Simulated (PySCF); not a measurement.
## Computed properties of BrH2MgN, SMILES [Br][Mg][NH2]

Mg(Br)(NH2) (BrH₂MgN), SMILES [NH2][Mg][Br]. Geometry optimised at PBE0-D3(BJ)/def2-TZVP. Other conformers were not sampled. All values are computed for the isolated molecule unless a solvent is named; none is compared with measurement here.

**Structure.** The optimised structure has C2v symmetry. All 9 harmonic modes at PBE0-D3(BJ)/def2-TZVP (PySCF) are real, so it is a minimum. With heavy atoms numbered as in [Mg:1]([Br:2])[NH2:3], the shortest bond between them is Mg1–N3 at 1.874 Å and the longest Mg1–Br2 at 2.335 Å.

**Vibrations.** The strongest infrared lines (harmonic, unscaled, degenerate partners summed) lie at 749 cm⁻¹ (133 km/mol, Mg 51 %, N 42 %), 282 cm⁻¹ (120 km/mol, H 84 %, N 16 %), 540 cm⁻¹ (81 km/mol, H 81 %, N 15 %). The softest mode is at 112 cm⁻¹ and the zero-point energy is 15.6 kcal/mol.

**Electronic structure.** M06-2X/def2-TZVPD (PySCF) places the frontier levels at -8.16 and -1.00 eV, a gap of 7.16 eV, and gives a dipole moment of 2.13 D and a mean polarisability of 54.6 bohr³.

**Excitations.** TDA-CAM-B3LYP/def2-SVPD (PySCF) has S1 at 4.33 eV (286 nm, f = 0.048, weak); the most intense of the 10 singlets computed lies at 7.16 eV (f = 0.13). T1 (TDA) is at 3.95 eV, 0.38 eV under S1. No vertical singlet excitation falls in the visible range (under 3.1 eV).

**NMR.** GIAO shifts at HF/pcSseg-2 (PySCF) (non-relativistic, atoms alike by connectivity averaged): ¹H at -0.5 ppm against TMS. Without spin–orbit terms, shifts of atoms bonded to Cl or Br come out too high.
